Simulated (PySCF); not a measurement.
A calculated (MN15, PySCF 2.14, aug-cc-pVTZ-DK3, scalar relativity by spin-free X2C-1e) atom or ion has these occupied shells.

```csv
shell,electrons,orbital energy (eV),"rms radius, mean of both spins (bohr)"
1s α,1,-31603.1,0.0318
1s β,1,-31603.0,0.0318
2s α,1,-4808.5,0.130
2s β,1,-4808.4,0.130
2p α,3,-4346.0,0.115
2p β,3,-4345.9,0.115
3s α,1,-948.67,0.348
3s β,1,-948.65,0.348
3p α,3,-799.82,0.346
3p β,3,-799.81,0.346
3d β,5,-562.75,0.323
3d α,5,-562.74,0.323
4s α,1,-165.04,0.818
4s β,1,-165.01,0.818
4p α,3,-117.60,0.880
4p β,3,-117.50,0.880
4d α,5,-45.152,1.05
4d β,5,-44.993,1.05
5s α,1,-18.299,2.24
5s β,1,-16.218,2.24
5p α,3,-8.193,2.85
5p β,1,-6.811,2.85
```

Problem. Name the element and its charge.

Solution. Te (tellurium, neutral), in [Kr] 4d10 5s2 5p4, high-spin 3P determinant.
